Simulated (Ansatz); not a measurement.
C₂H₇ClGeO₃ (SMILES C[O][Ge]([OH])([Cl])[O]C), singlet, geometry from GFN2-xTB, atoms displaced at random by about 0.03 Å a coordinate; B3LYP/STO-3G, gradient (Ansatz, an electronic-structure program).

The Ansatz input:
Ansatz 0.2 input:
```yaml
crystal:
  periodic: [false, false, false]
  atoms:
    - {symbol: C, position_ang: [-1.72627114, -1.91400566, 0.24461040]}
    - {symbol: O, position_ang: [-0.98537240, -1.01952560, 0.92010539]}
    - {symbol: Ge, position_ang: [0.03774598, 0.20479530, 0.21582525]}
    - {symbol: O, position_ang: [0.64192798, 1.08882384, 1.45482633]}
    - {symbol: Cl, position_ang: [-1.02058418, 1.34620483, -1.24280637]}
    - {symbol: O, position_ang: [1.37362585, -0.41806869, -0.81202117]}
    - {symbol: C, position_ang: [2.56020599, -1.04111751, -0.29830783]}
    - {symbol: H, position_ang: [-2.59101152, -1.43836968, -0.36704663]}
    - {symbol: H, position_ang: [-2.26168070, -2.50389451, 1.07761239]}
    - {symbol: H, position_ang: [-1.25247143, -2.64682805, -0.30575504]}
    - {symbol: H, position_ang: [0.14735275, 1.15446627, 2.26640666]}
    - {symbol: H, position_ang: [3.07502671, -0.39415555, 0.45935330]}
    - {symbol: H, position_ang: [3.19644974, -1.20903730, -1.16765033]}
    - {symbol: H, position_ang: [2.32028034, -1.96669199, 0.16604192]}
basis:
  gaussian:
    orbitals: STO-3G
hamiltonian:
  xc: b3lyp
output: {forces: true}
```

It wrote (shortened):

```
Functional definition: B3LYP
748 factors; integrals over basis functions are off by at most 3.7e-5 eV
mean field evaluation 1: about -76466.1260 eV, gradient 4.0e1 eV
mean field evaluation 2: about -76466.9164 eV, gradient 3.8e1 eV
mean field evaluation 4: about -76471.4325 eV, gradient 2.3e0 eV
mean field evaluation 8: about -76471.4100 eV, gradient 2.4e-2 eV
mean field -76471.40997582 eV, -2810.2724824280 hartree, gradient 4.5e-5 eV, S^2 0.000000; 0 other end points of the search recorded, 0 dependent functions left out
the calculation of the forces begins
reference -76471.41022020 eV, -2810.2724914089 hartree; 46, 46 occupied and 13, 13 virtual orbitals, 748 factors
Total energy: -76471.41022020 eV, -2810.2724914089 hartree
Atom 0 at    -1.726271    -1.914006     0.244610 Å, force    -6.770559    -0.600115     1.162881 eV/Å
Atom 1 at    -0.985372    -1.019526     0.920105 Å, force     3.662568     3.989953     1.956751 eV/Å
Atom 2 at     0.037746     0.204795     0.215825 Å, force     1.297452    -2.086234     0.172003 eV/Å
Atom 3 at     0.641928     1.088824     1.454826 Å, force     2.188672     0.133308    -2.462952 eV/Å
Atom 4 at    -1.020584     1.346205    -1.242806 Å, force    -0.523314     0.491699    -0.640383 eV/Å
Atom 5 at     1.373626    -0.418069    -0.812021 Å, force    -2.069017     1.188591    -0.601506 eV/Å
Atom 6 at     2.560206    -1.041118    -0.298308 Å, force    -0.291306     2.126317     0.796295 eV/Å
Atom 7 at    -2.591012    -1.438370    -0.367047 Å, force     1.217608    -0.761386     0.355542 eV/Å
Atom 8 at    -2.261681    -2.503895     1.077612 Å, force     0.208779     0.345493    -1.117666 eV/Å
Atom 9 at    -1.252471    -2.646828    -0.305755 Å, force     2.084222    -2.365427    -2.541310 eV/Å
Atom 10 at     0.147353     1.154466     2.266407 Å, force    -1.924374     0.121643     2.636004 eV/Å
Atom 11 at     3.075027    -0.394156     0.459353 Å, force     0.250792    -0.322624    -0.305795 eV/Å
Atom 12 at     3.196450    -1.209037    -1.167650 Å, force     0.721389    -0.183725    -0.369731 eV/Å
Atom 13 at     2.320280    -1.966692     0.166042 Å, force    -0.052912    -2.077493     0.959868 eV/Å
Dipole moment:     0.130585    -0.364642     0.596537 e Å
```
